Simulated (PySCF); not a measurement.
**Peak assignment**

Numbering as in the mapped SMILES `[CH3:1][Si@H:2]1[Si@@H:3]([Cl:4])[Si@H:5]([PH2:6])[Si@H:7]1[Cl:8]` (H(Xn): hydrogen on atom n).

All values are calculated (PySCF 2.14.0 with density-fitted response routines): structure optimised with GFN2-xTB, PBE0/pcSseg-1 with gauge-including orbitals. Single conformer, rapidly exchanging positions averaged, gas phase, relativity neglected.

Chemical shifts δ = σref − σ; 1H vs TMS, all at this level.

Question: Assign these signals to the numbered atoms. 1H NMR (300 MHz, computed): δ 6.06 (m, 2H), 5.51 (m, 1H), 4.94 (m, 1H), 1.17 (m, 2H), 0.73 (d, 3H).

Answer: 
```tsv
δ (ppm)	atoms	environment	reason
6.06	H(Si3)/H(Si7)	hydrogen on a silicon bonded to Cl, 2 Si, in a 4-membered ring	–
5.51	H(Si5)	hydrogen on a silicon bonded to P, 2 Si, in a 4-membered ring	–
4.94	H(Si2)	hydrogen on a silicon bonded to C, 2 Si, in a 4-membered ring	–
1.17	H(P6)	hydrogen on a phosphorus bonded to Si	–
0.73	H(C1)	hydrogen on a methyl carbon bonded to Si	an electropositive neighbour shields it, as in TMS itself
```

No couplings were computed; multiplicities are counted from neighbouring protons, with m where these are inequivalent, close in shift, in a saturated or five-membered ring or joined by F or P, and br s for small geminal =CH2 splittings.
